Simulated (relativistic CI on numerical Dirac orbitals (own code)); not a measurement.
**The 8-electron sequence from O to Co¹⁹⁺**

Method of calculation: Dirac-Coulomb-Breit CI, orbitals from a KLI potential per configuration, a model potential for QED, unscaled Slater integrals (own radial code, finite nucleus).

Configurations in the expansion (outside the closed core 1s2): 2s²2p⁴, 2s2p⁵, 2p⁶, 2p⁵3s, 2s²2p³3s, 2p⁵3p, 2s²2p³3p. Levels of other configurations are missing.

Energies above each ion's lowest level, in eV. Levels are followed by their leading LS label, which can pass from one level to another where the coupling changes.

| Ion | 2s²2p⁴ ³P2 | 2s²2p⁴ ³P1 | 2s²2p⁴ ³P0 | 2s²2p⁴ ¹D2 | 2s²2p⁴ ¹S0 |
| --- | --- | --- | --- | --- | --- |
| O | 0 | 0.01916 | 0.02754 | 2.1968 | 3.9927 |
| F⁺ | 0 | 0.041581 | 0.059754 | 2.8392 | 5.3051 |
| Ne²⁺ | 0 | 0.07864 | 0.11273 | 3.4659 | 6.5989 |
| Mg⁴⁺ | 0 | 0.21913 | 0.31016 | 4.7277 | 9.2038 |
| Al⁵⁺ | 0 | 0.33634 | 0.47112 | 5.3788 | 10.535 |
| Si⁶⁺ | 0 | 0.496 | 0.68547 | 6.0533 | 11.897 |
| P⁷⁺ | 0 | 0.70814 | 0.96236 | 6.76 | 13.303 |
| S⁸⁺ | 0 | 0.98428 | 1.3106 | 7.5092 | 14.768 |
| Cl⁹⁺ | 0 | 1.3376 | 1.7383 | 8.313 | 16.311 |
| Ar¹⁰⁺ | 0 | 1.783 | 2.2519 | 9.1861 | 17.955 |
| K¹¹⁺ | 0 | 2.3373 | 2.8554 | 10.145 | 19.732 |
| Ca¹²⁺ | 0 | 3.0191 | 3.5499 | 11.21 | 21.678 |
| Sc¹³⁺ | 0 | 3.8489 | 4.3324 | 12.402 | 23.836 |
| Ti¹⁴⁺ | 0 | 4.8489 | 5.1959 | 13.745 | 26.261 |
| V¹⁵⁺ | 0 | 6.0429 | 6.1296 | 15.265 | 29.009 |
| Cr¹⁶⁺ | 0 | 7.4564 | 7.1194 | 16.99 | 32.148 |
| Mn¹⁷⁺ | 0 | 9.1161 | 8.1499 | 18.949 | 35.745 |
| Fe¹⁸⁺ | 0 | 11.05 | 9.2059 | 21.172 | 39.874 |
| Co¹⁹⁺ | 0 | 13.287 | 10.274 | 23.69 | 44.605 |

The lowest level keeps the configuration 2s²2p⁴ and J = 2 throughout.

Between Z = 24 and 27 the energy of 2s²2p⁴ ³P1 follows a local power law Z^4.9. For orientation: electrostatic splittings inside a shell grow about linearly with the screened charge, excitations that change n as its square, and fine structure as its fourth power; written in Z itself the exponents are larger, since the screened charge grows faster in proportion.

The members near neutrality are the least accurate: they can be off by several eV, miss lower levels of configurations outside the list, or start from a wrong lowest level.
